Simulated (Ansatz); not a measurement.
Reaction (ligand exchange at the Si–C bond): `[AlH2][O]C[SiH3]` + `CS[SiH2]O` → `CS[SiH2]O[SiH3]` + `C[O][AlH2]`

Isolated molecules relaxed with PBE0-D4/def2-TZVP in Ansatz; ΔE leaves out vibrations. CCSD(T)/CBS is the MP2 limit (def2-TZVPP, def2-QZVPP) plus CCSD(T) − MP2 in def2-TZVPP, frozen cores. Functionals use def2-TZVPP. B3LYP here is the variant with VWN-RPA as its local correlation; programs differ in this. One conformer a species, not always the lowest.

**Question.** Is it downhill or uphill in electronic energy at CCSD(T)/CBS, and by how much? (An estimate is asked.)

**Answer.** Computed: Downhill: ΔE = -1.26 eV.

**Question.** What do these levels give: B3LYP-D4, PBE, r2SCAN, PBE0, HF/def2-TZVPP, MP2/def2-TZVPP, CCSD/def2-TZVPP, CCSD(T)/def2-TZVPP, HF/def2-QZVPP, MP2/def2-QZVPP, SCS-MP2/def2-QZVPP, HF/CBS(def2)? (An estimate is asked.)

**Answer.** The calculation gave: B3LYP-D4 -1.27, PBE -1.05, r2SCAN -1.21, PBE0 -1.14, HF/def2-TZVPP -1.46, MP2/def2-TZVPP -1.29, CCSD/def2-TZVPP -1.29, CCSD(T)/def2-TZVPP -1.26, HF/def2-QZVPP -1.48, MP2/def2-QZVPP -1.30, SCS-MP2/def2-QZVPP -1.33, HF/CBS(def2) -1.49 eV.

Largest T1 diagnostic among the species: 0.013.

The D4 term adds −0.04 eV with B3LYP and −0.02 eV with PBE0; it sums over pairs of atoms, weighted by their polarisabilities, and B3LYP, whose exchange is more repulsive, gets the larger term. In def2-TZVPP, CCSD(T) changes the Hartree–Fock value by +0.21 eV (the triples alone add +0.03 eV) and MP2 by +0.17 eV.
